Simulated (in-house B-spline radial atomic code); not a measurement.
Successive ionisation energies of tellurium; each step leads to the configuration of the next row (after the last: [Ar] 3d5). NIST's values go from ground level to ground level; the uncertainty of those that are theory runs from under 0.1 % in few-electron ions to several per cent in heavy many-electron ones. Computed with an all-electron radial atomic-structure program (B-spline basis): non-relativistic Hartree-Fock, average of the configuration, point nuclei.

This level leaves out relativity, spin-orbit splitting included, which matters for heavy ions.

```
  ion      configuration  ionisation energy (eV)  tabulated value (eV)    tabulated kind  computed minus tabulated (eV)  highest orbital  largest mean radius (bohr)
Te12+           [Kr] 4d4                   271.5                   272  tabulated theory                           -0.5               4d                     0.83106
Te13+           [Kr] 4d3                   298.7                   299  tabulated theory                           -0.3               4d                     0.81658
Te14+           [Kr] 4d2                       ?                     ?  tabulated theory                              ?                ?                           ?
Te15+           [Kr] 4d1                   355.0                   354  tabulated theory                            1.0               4d                     0.78963
Te16+  [Ar] 3d10 4s2 4p6                   460.3                   461  tabulated theory                           -0.7               4p                     0.74798
Te17+  [Ar] 3d10 4s2 4p5                   490.6                   491  tabulated theory                           -0.4               4p                     0.73938
Te18+  [Ar] 3d10 4s2 4p4                       ?                     ?  tabulated theory                              ?                ?                           ?
Te19+  [Ar] 3d10 4s2 4p3                   552.7                   555  tabulated theory                           -2.3               4p                     0.72381
Te20+  [Ar] 3d10 4s2 4p2                   584.5                   599  tabulated theory                          -14.5               4p                     0.71635
Te21+  [Ar] 3d10 4s2 4p1                   616.7                   633  tabulated theory                          -16.3               4p                     0.70909
Te22+      [Ar] 3d10 4s2                   688.9                   709  tabulated theory                          -20.1               4s                     0.69474
Te23+      [Ar] 3d10 4s1                   723.9                746.12    semi-empirical                          -22.2               4s                     0.68815
Te24+          [Ar] 3d10                  1312.9                  1304  tabulated theory                            8.9               3d                     0.32867
Te25+           [Ar] 3d9                       ?                     ?  tabulated theory                              ?                ?                           ?
Te26+           [Ar] 3d8                  1467.7                  1455  tabulated theory                           12.7               3d                     0.32378
Te27+           [Ar] 3d7                  1547.5                  1538  tabulated theory                            9.5               3d                     0.32136
Te28+           [Ar] 3d6                  1628.8                  1618  tabulated theory                           10.8               3d                     0.31896
```

(1) Fill in the row of Te14+.

(2) Fill in the row of Te18+.

(3) Fill in the row of Te25+.

(4) Where is the largest jump?

Results:

(1) ionisation energy (eV): 326.5; tabulated value (eV): 328; computed minus tabulated (eV): -1.5; highest orbital: 4d; largest mean radius (bohr): 0.8028.

(2) ionisation energy (eV): 521.4; tabulated value (eV): 522; computed minus tabulated (eV): -0.6; highest orbital: 4p; largest mean radius (bohr): 0.73148.

(3) ionisation energy (eV): 1389.5; tabulated value (eV): 1377; computed minus tabulated (eV): 12.5; highest orbital: 3d; largest mean radius (bohr): 0.32621.

(4) From Te23+ to Te24+, by a factor of 1.81 (723.92 to 1312.9 eV); the highest orbital goes from 4s to 3d.
